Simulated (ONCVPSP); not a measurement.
**Logarithmic derivatives: zinc, ONCV**

ONCVPSP 4.0.1 input, shortened (lines: element, Z, core and valence counts, functional; n l f; lmax; l rc ep ncon nbas qcut; lloc lpopt rc5 dvloc0; l nproj debl; icmod fcfact rcfact), PBE, scalar-relativistic:

```
  Zn 30.00    3    4        4      upf
    1    0    2.00
    2    0    2.00
    2    1    6.00
    3    0    2.00
    3    1    6.00
    3    2   10.00
    4    0    0.50
    2
    0    0.68    0.00    4    8   11.20
    1    1.10    0.00    4    9   15.10
    2    1.50    0.00    4    9    8.40
    4    5    0.68    4.00
    0    2    1.70
    1    2    0.50
    2    2    1.40
    0    0.00    0.00
```

In the p channel the program set the typed energies aside and used -3.621, 0.250 Ha.

The phase is arctan(r·R′/R) of the radial function R(r), unwrapped; energies in Ha, scanned from -7 to 5 Ha. A pole is an energy at which the radial function vanishes at the test radius. The pseudo phase is shifted by a multiple of π to meet the all-electron one at the reference energy, and phase errors are pseudo minus all-electron; the curves can meet again beyond the range given. Levels narrower than the energy grid can be missing from the lists of poles.

```
channel  radius (bohr)  reference energy (Ha)  poles, all-electron  poles, pseudo  unbroken range about the reference energy with phases within 0.05 rad  phase error 1 Ha above the reference energy (rad)
      s           0.69                  -0.68                 none           none                                                        the whole range                                             +0.000
      p           1.12                  -3.62                -2.49          -2.49                                                        the whole range                                             -0.000
      d           1.52                  -0.92                -0.54          -0.54                                                        the whole range                                             -0.000
```

Phases in the p channel:

```
E (Ha)  all-electron  pseudo
 -6.96         1.063   1.063
 -6.32         0.950   0.950
 -5.68         0.732   0.732
 -5.04         0.230   0.230
 -4.40        -0.650  -0.650
 -3.76        -1.200  -1.200
 -3.12        -1.441  -1.441
 -2.48        -1.572  -1.572
 -1.84        -1.661  -1.661
 -1.20        -1.732  -1.732
 -0.56        -1.798  -1.798
  0.08        -1.868  -1.867
  0.72        -1.948  -1.948
  1.36        -2.051  -2.051
  2.00        -2.194  -2.194
  2.64        -2.412  -2.412
  3.28        -2.750  -2.750
  3.92        -3.213  -3.213
  4.56        -3.659  -3.660
```
